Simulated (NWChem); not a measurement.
# HTeCl; SMILES Cl[TeH]

```xyz
3

Te     0.0277     0.5744     0.0000
H     -1.6369     0.6978     0.0000
Cl     0.0117    -1.7981     0.0000
```
Atoms are numbered in this order, from 1.

Coordinates come from a PBE0/def2-SVP optimisation. def2 effective core potentials on Te; no spin-orbit coupling.

Symmetry labels are those of Cs in the frame above (b1 and b2, or b-type labels, depend on it).

Task: List the 4 lowest vertical singlet excitations and the 4 lowest triplet ones from B3LYP/def2-SVPD with def2 effective core potentials on Te, full TDDFT (NWChem).

Result: 
```tsv
state	energy (eV)	oscillator strength	symmetry	leading excitation (squared amplitude)
S1	2.26	0.001	a"	HOMO → LUMO (1.00)
S2	4.34	0.007	a"	HOMO → LUMO+1 (0.99)
S3	4.47	0.007	a'	HOMO−1 → LUMO (0.99)
S4	5.08	0.000	a"	HOMO−2 → LUMO (0.99)
T1	1.55	spin-forbidden	a"	HOMO → LUMO (1.01)
T2	3.85	spin-forbidden	a"	HOMO → LUMO+1 (0.98)
T3	3.87	spin-forbidden	a'	HOMO−1 → LUMO (0.99)
T4	4.52	spin-forbidden	a"	HOMO−2 → LUMO (0.99)
```
